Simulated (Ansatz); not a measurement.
`O[B](F)[InH2]` + `CNC` → `CN(C)B(O)F` + `[InH3]` at 700 K and 1 bar (cleavage of the B–In bond).

Calculated with Ansatz (gas phase, PBE0-D4/def2-TZVP geometries, no zero-point term in ΔE). CBS: MP2 limit from def2 TZ/QZ plus the TZ coupled-cluster correction, frozen cores. def2 core potentials past Kr. For In outer-core shells are correlated without core-valence functions, which leaves a few kJ/mol of doubt a bond. One conformer a species, not always the lowest.

```
        species  CCSD(T)/CBS energy (Eh)  H − E (kJ/mol)  S (J/(mol·K))
`O[B](F)[InH2]`               -391.45169           150.5          434.7
          `CNC`               -135.00321           296.9          352.4
   `CN(C)B(O)F`               -334.93232           360.9          479.6
       `[InH3]`               -191.56739            77.3          275.7
```

H − E and S are ideal-gas, rigid-rotor, harmonic terms from PBE0-D4/def2-TZVP, for one conformer and one mirror image of each species. 1 Eh = 2625.50 kJ/mol, R = 8.31446 J/(mol·K).

By hand: ΔE, ΔH, ΔS and ΔG.

ΔE = (-334.93232) + (-191.56739) − (-391.45169) − (-135.00321) = -0.04481 Eh = -117.6 kJ/mol. Δ(H − E) = 360.9 + 77.3 − 150.5 − 296.9 = -9.2, so ΔH = -126.8 kJ/mol. ΔS = 479.6 + 275.7 − 434.7 − 352.4 = -31.8 J/(mol·K). ΔG = -126.8 − 700 × (-31.8)/1000 = -104.5 kJ/mol.

By hand: the equilibrium constant, and the temperature at which ΔG would vanish if ΔH and ΔS stayed fixed.

log₁₀ K = −ΔG/(RT ln 10) = 7.8. ΔG = 0 at ΔH/ΔS = 3987 K, far beyond where these terms or the molecules hold.

ΔH outweighs TΔS. A doubt of 5 kJ/mol in ΔE shifts log₁₀ K by 0.4 here. Other conformers and mirror images would add mixing entropy, several J/(mol·K) or more a flexible species. Modes under 60 cm⁻¹, often nearly free rotors, make the harmonic entropy too high. These are equilibria of isolated gas molecules and say nothing of rates. Largest T1 diagnostic: 0.014 (customary marks: 0.02 for closed shells, 0.045 for open ones).
